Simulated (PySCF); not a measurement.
Species: 4-(aminomethyl)pyridine, C6H8N2.
Atom-mapped SMILES: `[NH2:1][CH2:2][c:3]1[cH:4][cH:5][n:6][cH:7][cH:8]1` (hydrogens: H9, H10 on N1; H11, H12 on C2; H13 on C4; H14 on C5; H15 on C7; H16 on C8)

The same species was optimised twice, with GFN2-xTB and with PBE0-D3(BJ)/def2-SVP (PySCF), and the same property calculations (PySCF, gas phase) were run on both structures.

```json
{"coordinate": "C7–C8 (Å)", "GFN2-xTB": "1.385", "PBE0-D3(BJ)/def2-SVP": "1.394", "change": "+0.009"}
{"coordinate": "N6–C7 (Å)", "GFN2-xTB": "1.322", "PBE0-D3(BJ)/def2-SVP": "1.330", "change": "+0.008"}
{"coordinate": "C5–N6 (Å)", "GFN2-xTB": "1.322", "PBE0-D3(BJ)/def2-SVP": "1.331", "change": "+0.009"}
{"coordinate": "C4–C5 (Å)", "GFN2-xTB": "1.385", "PBE0-D3(BJ)/def2-SVP": "1.394", "change": "+0.009"}
{"coordinate": "C3–C8 (Å)", "GFN2-xTB": "1.391", "PBE0-D3(BJ)/def2-SVP": "1.398", "change": "+0.007"}
{"coordinate": "C3–C4 (Å)", "GFN2-xTB": "1.391", "PBE0-D3(BJ)/def2-SVP": "1.398", "change": "+0.007"}
{"coordinate": "N1–C2 (Å)", "GFN2-xTB": "1.458", "PBE0-D3(BJ)/def2-SVP": "1.452", "change": "-0.006"}
{"coordinate": "C2–C3 (Å)", "GFN2-xTB": "1.509", "PBE0-D3(BJ)/def2-SVP": "1.511", "change": "+0.002"}
{"coordinate": "N1–C2–C3 (°)", "GFN2-xTB": "112.7", "PBE0-D3(BJ)/def2-SVP": "114.6", "change": "+1.9"}
{"coordinate": "C4–C3–C8 (°)", "GFN2-xTB": "117.5", "PBE0-D3(BJ)/def2-SVP": "116.8", "change": "-0.7"}
{"coordinate": "C5–N6–C7 (°)", "GFN2-xTB": "117.8", "PBE0-D3(BJ)/def2-SVP": "117.3", "change": "-0.5"}
{"coordinate": "C3–C8–C7 (°)", "GFN2-xTB": "118.9", "PBE0-D3(BJ)/def2-SVP": "119.4", "change": "+0.5"}
{"coordinate": "C3–C4–C5 (°)", "GFN2-xTB": "118.8", "PBE0-D3(BJ)/def2-SVP": "119.3", "change": "+0.5"}
{"coordinate": "C2–C3–C4 (°)", "GFN2-xTB": "121.1", "PBE0-D3(BJ)/def2-SVP": "121.5", "change": "+0.4"}
{"coordinate": "C2–C3–C8 (°)", "GFN2-xTB": "121.2", "PBE0-D3(BJ)/def2-SVP": "121.5", "change": "+0.3"}
{"coordinate": "C4–C5–N6 (°)", "GFN2-xTB": "123.5", "PBE0-D3(BJ)/def2-SVP": "123.6", "change": "+0.1"}
{"coordinate": "N1–C2–C3–C4 (°)", "GFN2-xTB": "-87", "PBE0-D3(BJ)/def2-SVP": "-88", "change": "-1"}
```

Rotational constants: A = 4829, B = 1497, C = 1253 MHz (GFN2-xTB) against A = 4818, B = 1469, C = 1230 MHz (PBE0-D3(BJ)/def2-SVP). Point groups within 0.08 Å: Cs and Cs.

On the GFN2-xTB structure: isotropic polarisability (au) 82.6 [wB97X-D/def2-SVPD]; HOMO (eV) -8.99 [wB97X-D/def2-SVPD]; LUMO (eV) 0.89 [wB97X-D/def2-SVPD]; dipole (D) 1.24 [wB97X-D/def2-SVPD]; HOMO (eV) -6.99 [PBE0/pcSseg-1]; LUMO (eV) -0.78 [PBE0/pcSseg-1]; dipole (D) 1.25 [PBE0/pcSseg-1]; GIAO shielding of N1 (ppm) 207.1 [PBE0/pcSseg-1]; GIAO shielding of C2 (ppm) 133.1 [PBE0/pcSseg-1]; GIAO shielding of C3 (ppm) 26.2 [PBE0/pcSseg-1]; GIAO shielding of C4/C8 (mean) (ppm) 60.3 [PBE0/pcSseg-1]; GIAO shielding of C5/C7 (mean) (ppm) 30.0 [PBE0/pcSseg-1]; GIAO shielding of N6 (ppm) -88.0 [PBE0/pcSseg-1].

**Question.** What do these properties become on the PBE0-D3(BJ)/def2-SVP structure?

**Answer.** 
```tsv
property	level	on GFN2-xTB	on PBE0-D3(BJ)/def2-SVP	change
isotropic polarisability (au)	wB97X-D/def2-SVPD	82.6	83.8	+1.2
HOMO (eV)	wB97X-D/def2-SVPD	-8.99	-9.08	-0.09
LUMO (eV)	wB97X-D/def2-SVPD	0.89	0.81	-0.08
dipole (D)	wB97X-D/def2-SVPD	1.24	1.24	0.00
energy, GFN2-xTB geometry as zero (kcal/mol)	wB97X-D/def2-SVPD	0.0	-0.7	-0.7
HOMO (eV)	PBE0/pcSseg-1	-6.99	-7.08	-0.09
LUMO (eV)	PBE0/pcSseg-1	-0.78	-0.86	-0.08
dipole (D)	PBE0/pcSseg-1	1.25	1.24	-0.01
energy, GFN2-xTB geometry as zero (kcal/mol)	PBE0/pcSseg-1	0.0	-0.4	-0.4
GIAO shielding of N1 (ppm)	PBE0/pcSseg-1	207.1	209.5	+2.4
GIAO shielding of C2 (ppm)	PBE0/pcSseg-1	133.1	132.9	-0.2
GIAO shielding of C3 (ppm)	PBE0/pcSseg-1	26.2	25.3	-0.9
GIAO shielding of C4/C8 (mean) (ppm)	PBE0/pcSseg-1	60.3	57.2	-3.1
GIAO shielding of C5/C7 (mean) (ppm)	PBE0/pcSseg-1	30.0	27.6	-2.4
GIAO shielding of N6 (ppm)	PBE0/pcSseg-1	-88.0	-93.2	-5.2
```

The heavy atoms differ by 0.021 Å rms after alignment. Among bonds between heavy atoms C4–C5, C5–N6, N6–C7 and C7–C8 change most and about equally (+0.008 to +0.009 Å). Changes are differences of the printed values. Neither structure is proved a minimum here.

Shape of the structure used: `[NH2:1][CH2:2][c:3]1[cH:4][cH:5][n:6][cH:7][cH:8]1`: N1–C2–C3–C4 -88°, H–N1–C2–C3 -58°, H–N1–C2–C3 58°.

Note: wB97X-D ran without an empirical dispersion term, which enters the total energy and its gradient alone.
